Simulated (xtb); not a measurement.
Ti(F)2(OH)2 (F2H2O2Ti), SMILES [OH][Ti]([OH])([F])[F], multiplicity 1. All values are semi-empirical tight-binding results from xtb (GFN2-xTB unless named), good for trends rather than for accurate numbers. Coordinates come from a GFN2-xTB optimisation. The multiplicity is an assumed one; no other spin state was optimised. The structure was generated by enumeration; whether it is a known compound was not checked. Other conformers were not sampled.

For metal compounds this method's bond lengths and energies can be far off.

```json
{
 "point_group_as_xtb_finds_it": "C2v",
 "orbital_gap": "5.43 eV",
 "zero_point_energy": "17.0 kcal/mol",
 "G − E(el) at 298.15 K (modified RRHO)": "-2.6 kcal/mol"
}
```
